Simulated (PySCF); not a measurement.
**Working out the ionisation energy of Ag²⁺**

Ag²⁺ [Kr] 4d9 (2D) → Ag³⁺ [Kr] 4d8 (3F). All numbers are calculated (PySCF 2.14, scalar relativity through the core potential, in def2-QZVPPD with the def2 core potential (28 electrons)). Frozen: 4s2 4p6. Energies in hartree (1 hartree = 27.21139 eV):

| part | Ag²⁺ (lower) | Ag³⁺ (upper) |
| --- | --- | --- |
| UHF | -145.159731 | -143.947956 |
| CCSD correlation | -0.288967 | -0.227346 |
| (T) | -0.008499 | -0.005105 |

Problem. What does Hartree-Fock give?

Solution. (-143.947956) − (-145.159731) = 1.211775 hartree = 32.974 eV.

Problem. What do CCSD and CCSD(T) give?

Solution. The CCSD correlation energies differ by 0.061621 hartree = 1.677 eV and the triples by 0.003394 hartree = 0.092 eV, so CCSD gives 34.651 eV and CCSD(T) 34.743 eV.

Reference: 34.8 ± 0.3 eV (semi-empirical (NIST evaluation); NIST Atomic Spectra Database, ionization energies), between the lowest levels; spin-orbit coupling is absent from the calculation.

What remains against the reference includes basis incompleteness, the frozen core and higher excitations.
